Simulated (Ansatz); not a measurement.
One change: `C#CSS[SiH2]C` becomes `C[SiH2]SSC`.

Ansatz, PBE0-D4/def2-TZVP geometries, multiplicity 1. Each molecule was computed in one conformer, which needn't be the lowest.

```
                               property  `C#CSS[SiH2]C`
HOMO–LUMO gap (ωB97M-V/def2-TZVPP) / eV            9.23
    HOMO energy (B3LYP/def2-TZVPP) / eV           -6.52
     LUMO energy (PBE0/def2-TZVPP) / eV           -1.62
  HOMO energy (ωB97M-V/def2-TZVPP) / eV           -8.81
  LUMO energy (ωB97M-V/def2-TZVPP) / eV            0.43
      HOMO energy (PBE/def2-TZVPP) / eV           -5.64
```

Question: What does the change do to each property? (An estimate is asked.)

Answer: The calculation gave: 
```csv
property,`C[SiH2]SSC`,shift
HOMO–LUMO gap (ωB97M-V/def2-TZVPP) / eV,10.15,0.92
HOMO energy (B3LYP/def2-TZVPP) / eV,-6.44,0.08
LUMO energy (PBE0/def2-TZVPP) / eV,-0.70,0.92
HOMO energy (ωB97M-V/def2-TZVPP) / eV,-8.81,0.00
LUMO energy (ωB97M-V/def2-TZVPP) / eV,1.34,0.91
HOMO energy (PBE/def2-TZVPP) / eV,-5.49,0.15
```

With PBE0 the HOMO rises by 0.08 eV and the LUMO rises by 0.92 eV, so the gap widens by about 0.84 eV. PBE moves the HOMO by 0.15 eV and ωB97M-V by 0.00 eV.

B3LYP here is the variant with VWN-RPA as its local correlation; programs differ in this.
